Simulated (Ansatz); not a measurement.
Basis sets compared for Ag4⁺. Charge 1, multiplicity 2. Geometry PBE0-D4/def2-SVP. Ansatz on 4 threads of Arm Neoverse V2 on a shared host; times are rough, and most runs start from earlier orbitals.

```tsv
atom	x (Å)	y (Å)	z (Å)
Ag1	0.263	0.337	1.268
Ag2	-2.192	1.065	0.174
Ag3	2.189	-1.070	-0.172
Ag4	-0.261	-0.331	-1.270
```

In the def2 sets Ag takes a core potential; there is no spin–orbit coupling. The structure comes from a short search, and lower isomers may exist.

```
           level  functions  energy (Eh)  HOMO (eV)  LUMO (eV)  wall time
 PBE-D4/def2-SVP        124    -587.7139      -9.21      -8.87      2.8 s
PBE0-D4/def2-SVP        124    -587.6431      -9.58      -7.89      4.2 s
```

(1) Estimate the rows for PBE-D4/def2-TZVP, PBE0-D4/def2-TZVP.

Answers

(1) 
```json
{"level": "PBE-D4/def2-TZVP", "functions": "160", "energy (Eh)": "-587.8664", "HOMO (eV)": "-9.24", "LUMO (eV)": "-8.89", "wall time": "3.3 s"}
{"level": "PBE0-D4/def2-TZVP", "functions": "160", "energy (Eh)": "-587.7895", "HOMO (eV)": "-9.60", "LUMO (eV)": "-7.90", "wall time": "5 s"}
```
